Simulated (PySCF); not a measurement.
Radial density of Se³⁺ (selenium, charge +3)

UHF, [Ar] 3d10 4s2 4p1, 2P determinant. All numbers are calculated (PySCF 2.14, scalar relativity by spin-free X2C-1e, in aug-cc-pVQZ-DK).

| r (bohr) | 4πr²ρ (e/bohr) | 4πr²(ρα − ρβ) |
| --- | --- | --- |
| 0.000936 | 0.4948 | 0.0000 |
| 0.00157 | 1.205 | 0.0000 |
| 0.00265 | 2.858 | 0.0000 |
| 0.00445 | 6.503 | 0.0000 |
| 0.00749 | 13.76 | 0.0000 |
| 0.0126 | 25.63 | 0.0003 |
| 0.0212 | 38.48 | 0.0018 |
| 0.0356 | 41.35 | 0.0090 |
| 0.0600 | 34.26 | 0.0296 |
| 0.101 | 43.06 | 0.0493 |
| 0.170 | 46.06 | 0.0068 |
| 0.285 | 26.25 | 0.0256 |
| 0.480 | 33.10 | 0.1012 |
| 0.807 | 14.91 | 0.0141 |
| 1.36 | 3.435 | 0.5735 |
| 2.28 | 1.067 | 0.4295 |
| 3.84 | 0.03867 | 0.0241 |
| 6.46 | 1.677e-05 | 0.0000 |

Densities and radii are taken from the X2C orbitals without a picture-change correction, which distorts them close to the nucleus.
